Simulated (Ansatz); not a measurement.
`CC(C)[O][SnH2][F]` + `OB(F)CF` → `F[CH2][SnH2][F]` + `CC(C)OB(O)F`  (redistribution)

Gas-phase electronic energies from Ansatz, PBE0-D4/def2-TZVP geometries. CCSD(T)/CBS adds triple-zeta CCSD(T) − MP2 to the extrapolated MP2 energy (def2 sets, frozen cores). DFT in def2-TZVPP. def2 core potentials past Kr. For Sn outer-core shells are correlated without core-valence functions, which leaves a few kJ/mol of doubt a bond. One conformer a species, not always the lowest.

Task: Is it downhill or uphill in electronic energy at CCSD(T)/CBS, and by how much? (An estimate is asked.)

Result: Ansatz gave: Downhill: ΔE = -0.59 eV.

Task: What do these levels give: PBE-D4, r2SCAN-D4, ωB97M-V, B2PLYP, PBE, r2SCAN, PBE0, MP2/def2-TZVPP, CCSD/def2-TZVPP, MP2/def2-QZVPP, HF/CBS(def2), CCSD/CBS(def2)? (An estimate is asked.)

Result: Computed: PBE-D4 -0.60, r2SCAN-D4 -0.63, ωB97M-V -0.65, B2PLYP -0.64, PBE -0.62, r2SCAN -0.63, PBE0 -0.68, MP2/def2-TZVPP -0.63, CCSD/def2-TZVPP -0.68, MP2/def2-QZVPP -0.59, HF/CBS(def2) -0.73, CCSD/CBS(def2) -0.62 eV.

Largest T1 diagnostic among the species: 0.013.

In def2-TZVPP, CCSD(T) changes the Hartree–Fock value by +0.10 eV (the triples alone add +0.03 eV) and MP2 by +0.12 eV. From PBE to PBE0 (25 % exact exchange), in def2-TZVPP and without D4, ΔE moves by −0.06 eV.
